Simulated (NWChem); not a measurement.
System: C₂H₄N, doublet; SMILES [CH]=NC

The following NWChem deck was run.

```
start job
memory heap 200 mb stack 900 mb global 1100 mb
geometry units angstroms noautoz
  C      0.049194     1.328936     0.000000
  N     -0.471532     0.226986     0.000000
  C      0.094025    -1.096477     0.000000
  H      1.115908     1.646289     0.000000
  H     -0.264171    -1.645112     0.884329
  H     -0.264171    -1.645112    -0.884329
  H      1.199734    -1.095256     0.000000
end
basis spherical
  C library def2-tzvp
  N library def2-tzvp
  H library def2-tzvp
end
dft
  odft
  mult 2
  xc xwpbe 1.00 cpbe96 1.0 hfexch 1.00
  cam 0.4 cam_alpha 0.0 cam_beta 1.0
  iterations 150
  mulliken
end
task dft energy
```

In the optimisation the excess spin sits in a' (Cs, its own frame). Geometry: optimised at PBE0/def2-SVP, spin-unrestricted. No stability test was run on the SCF state.

Q: Predict the main results of this run. (LC-wPBE (HJS exchange hole, range parameter 0.4 per bohr)/def2-TZVP, spin-unrestricted.) Quantities: energy (Ha); highest occupied level (eV); lowest empty minus highest occupied level, either spin (eV); dipole (D); <S²>.

A: 
```yaml
energy (Ha): -133.22
highest occupied level (eV): -8.47
lowest empty minus highest occupied level, either spin (eV): 9.41
dipole (D): 2.21
"<S²>": 0.757
```
